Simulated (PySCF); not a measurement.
C4H2F2, SMILES C#C/C(F)=C\F. Coordinates come from a PBE0-D3(BJ)/def2-SVP optimisation. The structure was generated by enumeration; whether it is a known compound was not checked.

Calculation: PBE0-D3(BJ)/def2-SVP (PySCF).

Harmonic wavenumbers (cm⁻¹): 137, 274, 298, 324, 497, 622, 656, 667, 747, 826, 850, 1238, 1278, 1376, 1776, 2242, 3248, 3487. Rotational constants (GHz): 4.536, 3.347, 1.926; symmetry number 1.

### Question
Work out the zero-point energy and the ideal-gas rigid-rotor harmonic-oscillator thermochemistry at 298.15 K and 1 atm.

### Answer
ZPE = ½ Σ hcν = ½ × 20543 cm⁻¹ = 29.37 kcal/mol. H − E(el) = 33.52 kcal/mol. Entropy in cal/(mol K): translation 39.34, rotation 26.80, vibration 9.63, total 75.77. G − E(el) = 10.93 kcal/mol. Cp = 21.36 cal/(mol K). Modes under 150 cm⁻¹ make the vibrational entropy uncertain.
